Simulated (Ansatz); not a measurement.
```yaml
crystal:
  periodic: [false, false, false]
  atoms:
    - {symbol: C, position_ang: [0.399178, -1.828765, 0.630948]}
    - {symbol: C, position_ang: [1.247036, -0.422937, 0.181158]}
    - {symbol: C, position_ang: [0.232915, 0.865932, -0.307239]}
    - {symbol: Ga, position_ang: [-0.973269, 0.252415, -2.087938]}
    - {symbol: C, position_ang: [-0.773718, 1.467911, 0.902837]}
    - {symbol: Cl, position_ang: [0.247625, 2.178298, 2.501873]}
    - {symbol: H, position_ang: [1.164255, -2.730489, 0.942154]}
    - {symbol: H, position_ang: [-0.337924, -1.631385, 1.587498]}
    - {symbol: H, position_ang: [-0.294528, -2.253793, -0.292307]}
    - {symbol: H, position_ang: [1.947883, -0.055792, 1.119119]}
    - {symbol: H, position_ang: [2.013179, -0.690352, -0.737499]}
    - {symbol: H, position_ang: [0.940726, 1.788269, -0.710516]}
    - {symbol: H, position_ang: [-2.679188, 0.671987, -2.229911]}
    - {symbol: H, position_ang: [-0.160612, -0.639218, -3.370556]}
    - {symbol: H, position_ang: [-1.525929, 0.621524, 1.358670]}
    - {symbol: H, position_ang: [-1.447618, 2.406406, 0.511709]}
basis:
  gaussian: {orbitals: def2-TZVP, fitting: {mean_field: cc-pVTZ-jkfit}}
hamiltonian: {xc: {name: CAM-B3LYP}}
accuracy: high
scf: {lower_state_search: full}
output: {forces: true}
```

```sh
$ ansatz run in.yaml --threads 2 --pin off --events-out ev --progress --plain --max-ram 32768MiB --backend cpu
```

Output, abridged:

```
Functional definition: CAM-B3LYP
944 factors; integrals over basis functions are off by at most 3.7e-1 eV
944 factors; integrals over basis functions are off by at most 1.3e-6 eV
mean field evaluation 1: about -69204.5697 eV, gradient 5.0e1 eV
mean field evaluation 2: about -69204.5691 eV, gradient 5.0e1 eV
mean field evaluation 4: about -69210.1685 eV, gradient 5.9e0 eV
mean field evaluation 8: about -69210.2474 eV, gradient 7.2e-2 eV
mean field evaluation 16: about -69210.2474 eV, gradient 6.5e-5 eV
mean field -69210.24739911 eV, -2543.4296795268 hartree, gradient 3.8e-8 eV, S^2 0.000000; 0 other end points of the search recorded, 0 dependent functions left out
reference -69210.24742593 eV, -2543.4296805122 hartree; 41, 41 occupied and 228, 228 virtual orbitals, 944 factors
Total energy: -69210.24742593 eV, -2543.4296805122 hartree
Atom 0 at     0.399178    -1.828765     0.630948 Å, force    -0.168640    -0.157080     0.032234 eV/Å
Atom 1 at     1.247036    -0.422937     0.181158 Å, force     0.243373     0.005668     0.158299 eV/Å
Atom 2 at     0.232915     0.865932    -0.307239 Å, force     0.582810     0.501424     0.751731 eV/Å
Atom 3 at    -0.973269     0.252415    -2.087938 Å, force     0.146499     0.040535     0.228374 eV/Å
Atom 4 at    -0.773718     1.467911     0.902837 Å, force    -0.676427    -0.395198    -0.716336 eV/Å
Atom 5 at     0.247625     2.178298     2.501873 Å, force    -1.302878    -0.960450    -2.150978 eV/Å
Atom 6 at     1.164255    -2.730489     0.942154 Å, force    -1.914029     2.455099    -0.847113 eV/Å
Atom 7 at    -0.337924    -1.631385     1.587498 Å, force     1.974632    -0.414251    -2.521040 eV/Å
Atom 8 at    -0.294528    -2.253793    -0.292307 Å, force     1.823288     1.170943     2.334465 eV/Å
Atom 9 at     1.947883    -0.055792     1.119119 Å, force    -1.968746    -0.940488    -2.412660 eV/Å
Atom 10 at     2.013179    -0.690352    -0.737499 Å, force    -2.125131     0.698570     2.330616 eV/Å
Atom 11 at     0.940726     1.788269    -0.710516 Å, force    -1.790565    -2.399187     1.165096 eV/Å
Atom 12 at    -2.679188     0.671987    -2.229911 Å, force     1.887687    -0.454477     0.172554 eV/Å
Atom 13 at    -0.160612    -0.639218    -3.370556 Å, force    -0.887346     0.999638     1.439260 eV/Å
Atom 14 at    -1.525929     0.621524     1.358670 Å, force     2.191190     2.256001    -1.081688 eV/Å
Atom 15 at    -1.447618     2.406406     0.511709 Å, force     1.984280    -2.406747     1.117185 eV/Å
Dipole moment:    -0.123203    -0.242452    -0.437362 e Å
```

It took 18 s on 2 threads of an AMD EPYC 7R13 on a shared host, with 1.2 GiB of host memory at the peak.
